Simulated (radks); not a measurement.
Effect of the nuclear size on the cobalt ion Co+, [Ar] 3d8. Calculated with a radial shooting solver on a logarithmic mesh with Libxc functionals: Dirac Kohn-Sham, PBE, spin-unpolarised, spherical densities, finite nucleus; open shells are shared between the two j in proportion to 2j + 1; Fermi nuclear charge, rms radius 3.7875 fm. The rms radius is varied about that value; shifts are against it.

| rms radius (fm) | total energy shift (eV) | density at nucleus (e/bohr^3) | 1s1/2 shift (meV) | 2s1/2 shift (meV) | 3s1/2 shift (meV) |
|---|---|---|---|---|---|
| 3.1512 | -0.0415 | 1.737e+04 | -17.7 | -1.63 | -0.242 |
| 3.6057 | -0.0126 | 1.726e+04 | -5.36 | -0.495 | -0.073 |
| 3.7875 | 0 | 1.722e+04 | 0.000 | 0.000 | 0.000 |
| 4.117 | 0.0244 | 1.716e+04 | 10.4 | 0.956 | 0.142 |
| 4.5488 | 0.0592 | 1.708e+04 | 25.2 | 2.32 | 0.345 |

Slopes of the eigenvalues against <r^2> in GHz/fm^2, as finite differences over the two radii next to the reference (eigenvalue slopes, not the field-shift constants of lines): 1s1/2 962, 2s1/2 88.9, 3s1/2 13.2.
